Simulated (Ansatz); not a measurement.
## Which is lower?

The two ends of one reaction step of GeNH$_{4}$F, singlet (PBE0-D4/def2-TZVP).

A:

```xyz
7
angstrom
Ge -0.1489 -0.4240 0.5184
F 1.4825 -0.6870 1.0993
N -0.1750 0.6915 -0.9085
H 0.2645 0.3495 -1.7503
H -0.6479 -1.8056 0.0895
H -0.8882 0.2324 1.6866
H 0.1131 1.6432 -0.7351
```

B:

Ge1  (-0.911, -0.221, 0.656)
F2  (2.188, -0.644, -1.186)
N3  (0.151, 0.680, -0.323)
H4  (1.460, -0.079, -0.909)
H5  (-0.566, -1.680, 0.923)
H6  (-2.201, 0.298, 1.309)
H7  (-0.123, 1.646, -0.470)
(Å)

Ansatz 0.2.0; basis: def2-TZVPP; cores frozen in the correlated methods. Filled d shells of the heavier atoms are correlated. The def2 sets are not built for correlating such inner shells, so the correlated values are less sure here. B3LYP uses VWN-RPA correlation.

Problem. Which structure is lower at CCSD(T), and by how much? (Judge from chemistry; the value comes from the calculation.)

Solution. Computed: A, by 2.493 eV (electronic energy, against the other). By their contacts, A is GeNH₄F ([NH2][GeH2][F]) and B is a complex of GeNH₃ ([NH][GeH2]) + HF.

All methods give the same order:

| method | E(B) − E(A) (eV) |
| --- | --- |
| SPW92 | 2.367 |
| PBE-D4 | 2.283 |
| BLYP-D4 | 2.214 |
| r2SCAN-D4 | 2.548 |
| B97M-V | 2.622 |
| PBE0-D4 | 2.539 |
| B3LYP-D4 | 2.441 |
| r2SCAN0-D4 | 2.696 |
| BHLYP-D4 | 2.747 |
| CAM-B3LYP-D4 | 2.612 |
| wB97X-V | 2.714 |
| wB97M-V | 2.632 |
| B2PLYP | 2.463 |
| PBE-QIDH | 2.655 |
| RPA on PBE | 2.407 |
| HF | 3.075 |
| MP2 | 2.481 |
| CCSD | 2.611 |
| CCSD(T) | 2.493 |

No T1 diagnostic of these runs exceeds 0.017. The restricted Hartree–Fock reference is unstable towards an unrestricted one at one or more of these structures.

Labels in which every atom is bracketed show which atoms are joined, not bond orders.

For scale, one of the runs: CCSD(T)/def2-TZVPP, 166 basis functions, launched by `ansatz run in.yaml --threads 2 --pin off --events-out ev --progress --plain --max-ram 4352MiB`. Time: 56 s of wall clock on 2 CPU threads of an Arm Neoverse V1; the host was shared. Peak host memory: 1.4 GiB.
